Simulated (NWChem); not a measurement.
Species: IrF6, quartet; SMILES [F][Ir]([F])([F])([F])([F])[F]

In the optimisation the excess spin sits in ag (Ci, its own frame). No frequency run checked for a minimum. def2 effective core potentials on Ir; no spin-orbit coupling.

### Question
Give the equilibrium geometry at PBE-D3(BJ)/def2-SVP with def2 effective core potentials on Ir, spin-unrestricted (NWChem) as an XYZ file, with the point group.

### Answer
point group Oh; any orientation.
```
7

Ir     0.0000     0.0000     0.0000
F     -0.3590    -1.3229     1.2755
F      0.3590     1.3229    -1.2755
F      0.3658    -1.3250    -1.2713
F     -1.8008    -0.0055    -0.5125
F      1.8008     0.0055     0.5125
F     -0.3658     1.3250     1.2713
```
